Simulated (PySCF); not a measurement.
Cartesian coordinates in Å; atom numbers follow the order of the lines, from 1:
```xyz
20

C     3.916    1.296   -0.502
C     2.862    0.313   -0.414
C     1.990   -0.508   -0.374
C     0.938   -1.508   -0.260
F     1.013   -2.132    0.977
C    -0.412   -0.879   -0.462
C    -1.361   -0.855    0.457
C    -2.708   -0.225    0.276
C    -2.911    0.952    1.225
F    -2.866    0.220   -1.024
H     4.496    1.139   -1.412
H     3.492    2.299   -0.518
H     4.576    1.203    0.359
H     1.102   -2.305   -1.005
H    -0.552   -0.430   -1.435
H    -1.206   -1.305    1.427
H    -3.496   -0.978    0.426
H    -2.850    0.610    2.254
H    -3.886    1.401    1.053
H    -2.142    1.700    1.050
```

[PySCF: structure optimised with GFN2-xTB; NMR shieldings at PBE0/pcSseg-1/GIAO; fast rotation and ring inversion assumed for equivalent nuclei; no solvent; relativity neglected; single conformer]

Shifts are taken against calculated references (same method and geometry level): $^{13}$C (σ = 186.93 ppm) against TMS.

Task: Do the $^{13}$C shifts follow the atomic charges (in e)? Tabulate both.

Result: 
```json
{"atoms": "C7", "hybridisation": "sp2", "δ (ppm)": "136.6", "σ para (ppm)": "-209", "Hirshfeld": "-0.06", "IAO": "-0.17", "Mulliken": "-0.20", "ESP-fitted": "-0.34"}
{"atoms": "C6", "hybridisation": "sp2", "δ (ppm)": "132.7", "σ para (ppm)": "-206", "Hirshfeld": "-0.06", "IAO": "-0.16", "Mulliken": "-0.18", "ESP-fitted": "-0.25"}
{"atoms": "C2", "hybridisation": "sp", "δ (ppm)": "94.1", "σ para (ppm)": "-174", "Hirshfeld": "-0.03", "IAO": "-0.02", "Mulliken": "-0.22", "ESP-fitted": "+0.17"}
{"atoms": "C8", "hybridisation": "sp3", "δ (ppm)": "92.9", "σ para (ppm)": "-145", "Hirshfeld": "+0.07", "IAO": "+0.19", "Mulliken": "+0.20", "ESP-fitted": "+0.53"}
{"atoms": "C4", "hybridisation": "sp3", "δ (ppm)": "85.0", "σ para (ppm)": "-141", "Hirshfeld": "+0.08", "IAO": "+0.17", "Mulliken": "+0.24", "ESP-fitted": "+0.40"}
{"atoms": "C3", "hybridisation": "sp", "δ (ppm)": "81.1", "σ para (ppm)": "-159", "Hirshfeld": "-0.08", "IAO": "-0.10", "Mulliken": "-0.07", "ESP-fitted": "-0.33"}
{"atoms": "C9", "hybridisation": "sp3", "δ (ppm)": "24.3", "σ para (ppm)": "-86", "Hirshfeld": "-0.12", "IAO": "-0.43", "Mulliken": "-0.27", "ESP-fitted": "-0.39"}
{"atoms": "C1", "hybridisation": "sp3", "δ (ppm)": "4.8", "σ para (ppm)": "-71", "Hirshfeld": "-0.09", "IAO": "-0.44", "Mulliken": "-0.18", "ESP-fitted": "-0.54"}
```

Correlation coefficients of δ with charge over these carbons: Hirshfeld +0.36, IAO +0.56, Mulliken +0.15, ESP-fitted +0.32; with the paramagnetic shielding -0.98. Among the 4 sp3 carbons alone: Hirshfeld +0.95, IAO +0.98, Mulliken +0.94, ESP-fitted +1.00. With so few points, grouped by hybridisation, these coefficients are fragile. Charge is one influence among several: hybridisation and low-lying excitations act through the paramagnetic term.

Shifts are as computed. Against solution values, carbons near 30 ppm lie about +3 ppm off and those near 130 ppm about +5 ppm. Of 1309 compounds with measured shifts, 239 miss one by over three times the rms of a fit or turn the order of signals round; such compounds aren't used in these exercises.
